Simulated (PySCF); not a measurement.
Mo(NMe)(F)3(OH) (CH4F3MoNO), SMILES C[N]=[Mo]([OH])([F])([F])[F], multiplicity 1. Heavy atoms are numbered as in [Mo:1](=[N:2][CH3:3])([F:7])([F:8])([F:9])[OH:10]. Hydrogens are named by the atom that carries them.

Geometry optimised at B3LYP-D3(BJ)/def2-SVP. The multiplicity is an assumed one; other spin states were not compared. The def2 effective core potentials stand for the cores of Mo; spin–orbit coupling is left out. The values are those of a single conformer.

These are PySCF with PBE0/def2-TZVP values and carry that method's errors.

ESP charges are fitted to the potential on shells at 1.4 to 2.0 van der Waals radii. Atomic charges (e), one atom of each kind:

| atom | ESP fit | Mulliken | Löwdin |
|---|---|---|---|
| Mo1 | 1.83 | 1.82 | 0.94 |
| N2 | (withheld) | -0.41 | -0.12 |
| C3 (CH3) | -0.34 | -0.28 | -0.33 |
| H on C3 | 0.19 | 0.16 | 0.14 |
| F7 | -0.44 | -0.44 | -0.27 |
| O10 (OH) | (withheld) | -0.65 | -0.28 |
| H on O10 | (withheld) | 0.35 | 0.18 |

### Question
Fill in the missing entries. (An estimate is asked for; the answer gives what the named calculation found.)

### Answer

- N2, ESP fit: -0.48
- O10 (OH), ESP fit: -0.72
- H on O10, ESP fit: 0.42
